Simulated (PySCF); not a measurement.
A GIAO shielding run with PySCF 2.14.0 with density-fitted response routines (density fitting, non-relativistic, gas phase) on `C[P+]1(C)C=C(C)CC1`, [C$_{7}$H$_{14}$P]+:

```
{"job": {"kind": "nmr", "xc": "PBE0", "basis": "pcSseg-1"}, "charge": 1, "multiplicity": 1}
C      2.809222     0.287554     1.069036
C      1.479898     0.066588     0.454508
C      0.329922     0.564604     0.931741
P     -1.048554     0.105812    -0.090636
C     -1.788263     1.511374    -0.963456
C     -2.355666    -0.790072     0.785608
C     -0.076607    -0.969604    -1.201368
C      1.396670    -0.755410    -0.800507
H      3.259705    -0.665314     1.343173
H      3.479622     0.762163     0.353675
H      2.737937     0.911716     1.954495
H      0.233664     1.175848     1.812120
H     -2.552947     1.157936    -1.654712
H     -2.243607     2.188256    -0.240906
H     -1.013660     2.044078    -1.514044
H     -2.824215    -0.123581     1.509982
H     -3.108289    -1.133943     0.076269
H     -1.927000    -1.643949     1.308795
H     -0.383082    -2.006408    -1.050244
H     -0.260398    -0.716800    -2.246134
H      1.900438    -1.711110    -0.646435
H      1.944798    -0.240353    -1.592591
```

Hardware: 1 thread of an Arm Neoverse N1, shared host. The job also computes population analyses, field gradients, ring-centre shieldings.

Question: How large is the calculation?

Answer: 70 electrons, 213 basis functions and 1122 auxiliary functions.

Question: How long does it take?

Answer: 69 s of wall time, with 13 SCF cycles and 4 response iterations. Times on a shared host scatter by some tens of per cent.
